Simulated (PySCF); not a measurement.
Excitations are Tamm–Dancoff values on a coarser integration grid. The basis has no diffuse functions, so Rydberg states are missing or too high.

Cartesian coordinates (Å):
SMILES: [F][Ga]([F])[F]
```xyz
4

F     -0.9532    -1.4374     0.0019
Ga     0.0000     0.0001    -0.0001
F      1.7215    -0.1070    -0.0053
F     -0.7683     1.5442     0.0036
```
Charge 0, spin multiplicity 1.

Q: What S1 excitation (TDA), S1–T1 gap (TDA), total energy, LUMO, HOMO, HOMO–LUMO gap, dipole moment and T1 excitation (TDA) does PBE-D3(BJ)/def2-TZVP // r2SCAN-D4/def2-TZVP (PySCF 2.14.0) give?

A: 
```yaml
S1 excitation (TDA): 6.42 eV
S1–T1 gap (TDA): 0.33 eV
total_energy: -2224.0695 Ha
LUMO: -3.37 eV
HOMO: -9.66 eV
HOMO–LUMO gap: 6.29 eV
dipole_moment: 0.000 e·Å
T1 excitation (TDA): 6.10 eV
```
